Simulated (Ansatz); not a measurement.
`Cl[Si](Cl)(Cl)I` + H–F → `F[Si](Cl)(Cl)I` + HCl at 600 K and 1 bar (ligand exchange at the Si–Cl bond).

Program: Ansatz. Geometries: PBE0-D4/def2-TZVP. ΔE: electronic, gas phase. CCSD(T)/CBS adds triple-zeta CCSD(T) − MP2 to the extrapolated MP2 energy (def2 sets, frozen cores). This one scheme is used for every species. Elements past krypton have def2 core potentials. For I outer-core shells are correlated without core-valence functions, which leaves a few kJ/mol of doubt a bond.

```tsv
species	CCSD(T)/CBS energy (Eh)	H − E (kJ/mol)	S (J/(mol·K))
`Cl[Si](Cl)(Cl)I`	-1966.04944	67.8	433.5
H–F	-100.39570	42.3	194.0
`F[Si](Cl)(Cl)I`	-1606.08071	69.2	428.8
HCl	-460.38127	35.4	207.2
```

H − E and S are ideal-gas, rigid-rotor, harmonic terms from PBE0-D4/def2-TZVP. 1 Eh = 2625.50 kJ/mol, R = 8.31446 J/(mol·K).

**Question.** By hand: ΔE, ΔH, ΔS and ΔG.

**Answer.** ΔE = (-1606.08071) + (-460.38127) − (-1966.04944) − (-100.39570) = -0.01684 Eh = -44.2 kJ/mol. Δ(H − E) = 69.2 + 35.4 − 67.8 − 42.3 = -5.5, so ΔH = -49.7 kJ/mol. ΔS = 428.8 + 207.2 − 433.5 − 194.0 = 8.5 J/(mol·K). ΔG = -49.7 − 600 × (8.5)/1000 = -54.8 kJ/mol.

**Question.** By hand: the equilibrium constant, and the temperature at which ΔG would vanish if ΔH and ΔS stayed fixed.

**Answer.** log₁₀ K = −ΔG/(RT ln 10) = 4.8. ΔH and −TΔS have one sign here, so there is no such temperature.

The number of gas molecules stays the same, so ΔS is small and ΔH decides. A doubt of 5 kJ/mol in ΔE shifts log₁₀ K by 0.4 here. These are equilibria of isolated gas molecules and say nothing of rates. Largest T1 diagnostic: 0.009 (customary marks: 0.02 for closed shells, 0.045 for open ones).
